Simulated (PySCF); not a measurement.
A PySCF script (with the pyscf-properties extension) for the NMR shieldings of SMILES CC#C[SiH2]N[Si@@H](N)C(F)(F)F, C$_{4}$H$_{9}$F$_{3}$N$_{2}$Si$_{2}$, on a GFN2-xTB geometry:

```python
import basis_set_exchange as bse
import numpy as np
from pyscf import gto, dft
from pyscf.prop import nmr

atoms = """
C     4.612454    0.874696   -0.829868
C     3.372435    0.327290   -0.327456
C     2.335926   -0.122711    0.092337
Si    0.772036   -0.855667    0.742635
N    -0.475569    0.250707    0.200577
Si   -2.124317    0.307856    0.651248
N    -2.954134    1.373435   -0.403601
C    -2.952796   -1.402731    0.250646
F    -4.299342   -1.390568    0.396831
F    -2.510267   -2.387015    1.064850
F    -2.727908   -1.839473   -1.004817
H     5.215850    0.082494   -1.272522
H     4.408046    1.630043   -1.588329
H     5.173259    1.333494   -0.015819
H     0.739986   -0.845472    2.207560
H     0.575321   -2.196613    0.184599
H    -0.224198    0.818108   -0.592980
H    -2.275893    0.450661    2.100573
H    -3.943323    1.249652   -0.547745
H    -2.722713    2.352492   -0.396601
"""
names = dict.fromkeys(["C", "Si", "N", "F", "H"], "pcSseg-1")
basis = {el: gto.basis.parse(bse.get_basis(n, elements=[el], fmt="nwchem")) for el, n in names.items()}
mol = gto.M(atom=atoms, basis=basis, charge=0, verbose=0)
mf = dft.RKS(mol, xc="PBE0")
mf.grids.level = 2
mf.grids.alignment = dft.numint.BLKSIZE   # the property module wants whole blocks of grid points
mf.conv_tol = 1e-9
mf.kernel()

calc = nmr.RKS(mf)   # GIAO
C = mf.mo_coeff
Co = C[:, mf.mo_occ > 0]
resp = mf.gen_response(singlet=True, hermi=2)
def vind(x):   # induced exchange potential for any number of trial vectors
    d = np.einsum("pi,xij,qj->xpq", C, 2 * x.reshape(-1, C.shape[1], Co.shape[1]), Co, optimize=True)
    return np.einsum("xpq,pi,qj->xij", resp(d - d.transpose(0, 2, 1)), C, Co, optimize=True).ravel()
mo1, _ = nmr.rhf.solve_mo1(calc, with_cphf=vind)
sigma = calc.kernel(mo1)
for i, s in enumerate(sigma):   # ppm
    print("%2d %-2s %9.2f" % (i, mol.atom_pure_symbol(i), np.trace(s) / 3))
```

Task: What does it print?

Result: 
```
 0 C     180.98
 1 C      73.86
 2 C     103.24
 3 Si    409.96
 4 N     246.09
 5 Si    385.02
 6 N     255.52
 7 C      49.58
 8 F     260.74
 9 F     254.57
10 F     256.39
11 H      29.58
12 H      29.62
13 H      29.61
14 H      26.65
15 H      26.52
16 H      31.37
17 H      26.60
18 H      30.87
19 H      31.18
```

These numbers come from an equivalent density-fitted implementation of the same equations, which agrees with the script to about 0.01 ppm for H and up to a few tenths of a ppm for heavy atoms, so last digits may differ.

Task: Turn these shieldings into chemical shifts. δ = σ(ref) − σ, references computed at the same level: TMS for ¹³C (σ = 186.93 ppm) and ²⁹Si (σ = 349.16 ppm) and ¹H (σ = 31.72 ppm); NH3 for ¹⁵N (σ = 267.73 ppm); ¹⁹F (σ = 170.95 ppm) vs CFCl3.

Result: Averaging equivalent atoms: C 7: 137.3; C 1: 113.1; C 2: 83.7; C 0: 5.9; Si 5: -35.9; Si 3: -60.8; N 4: 21.6; N 6: 12.2; F 8/9/10: -86.3; H 15: 5.20; H 17: 5.12; H 14: 5.07; H 11/12/13: 2.11; H 18/19: 0.69; H 16: 0.35 ppm. Unscaled 19F shifts against computed CFCl3 carry errors that often reach 10 to 50 ppm. Experimental scales use liquid or dissolved standards, which lie at an offset from isolated NH3 (liquid NH3: subtract about 20 ppm).

Size and cost of the density-fitted run: 246 basis functions, 96 s wall time on 1 thread of an x86-64 server CPU, shared host.
